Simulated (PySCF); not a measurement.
**CaCl: input and log**

State: ²Σ⁺ (doublet), unpaired electrons σ ↑.

An equivalent input (the run itself took its basis sets from the Basis Set Exchange, started from a PBE0 density and held the occupation σ 11α 10β, πx 4α 4β, πy 4α 4β):

```python
from pyscf import gto, dft
mol = gto.M(atom='Ca 0 0 0; Cl 0 0 2.428', basis={'Ca': 'def2-SVP', 'Cl': 'def2-SVP'},
            charge=0, spin=1, verbose=4, symmetry='C2v')
mf = dft.UKS(mol, xc='R2SCAN')
mf.grids.atom_grid = (80, 434)
mf.grids.prune = dft.gen_grid.treutler_prune
mf.irrep_nelec = {'A1': (11, 10), 'B1': (4, 4), 'B2': (4, 4)}
mf.conv_tol = 1e-9
mf.max_cycle = 60
mf.diis_space = 10
mf.kernel()
```

The log (some set-up lines and the per-cycle HOMO/LUMO lines removed):

```
******** <class 'pyscf.dft.uks_symm.SymAdaptedUKS'> ********
method = SymAdaptedUKS
damping factor = 0
level_shift factor = 0
DIIS = <class 'pyscf.scf.diis.CDIIS'>
diis_start_cycle = 1
diis_space = 10
diis_damp = 0
SCF conv_tol = 1e-09
SCF conv_tol_grad = None
SCF max_cycles = 60
number electrons alpha = 19  beta = 18
Set gradient conv threshold to 3.16228e-05
init E= -1137.55665200746
cycle= 1 E= -1137.55688547078  delta_E= -0.000233  |g|= 0.0104  |ddm|= 0.0692
cycle= 2 E= -1137.55679324822  delta_E= 9.22e-05  |g|= 0.0158  |ddm|= 0.0419
cycle= 3 E= -1137.55697173284  delta_E= -0.000178  |g|= 0.000301  |ddm|= 0.0235
cycle= 4 E= -1137.55697199353  delta_E= -2.61e-07  |g|= 0.000141  |ddm|= 0.00203
cycle= 5 E= -1137.55697202603  delta_E= -3.25e-08  |g|= 3.8e-05  |ddm|= 0.000776
cycle= 6 E= -1137.55697202741  delta_E= -1.38e-09  |g|= 9.11e-06  |ddm|= 0.000108
cycle= 7 E= -1137.55697202748  delta_E= -7.57e-11  |g|= 1.78e-06  |ddm|= 3.04e-05
Extra cycle  E= -1137.55697202748  delta_E= 1.36e-12  |g|= 1.53e-06  |ddm|= 6.52e-06
converged SCF energy = -1137.55697202748  <S^2> = 0.75035144  2S+1 = 2.0003514
```

Repeating this along the bond gives Re = 2.425 Å and ωe = 390 cm⁻¹.

A point of this curve took 0.64 CPU seconds beside 0.071 for the integrals, on Intel Xeon Platinum 8488C (shared host).

The state was picked by a PBE0 search and need not be the measured ground state.
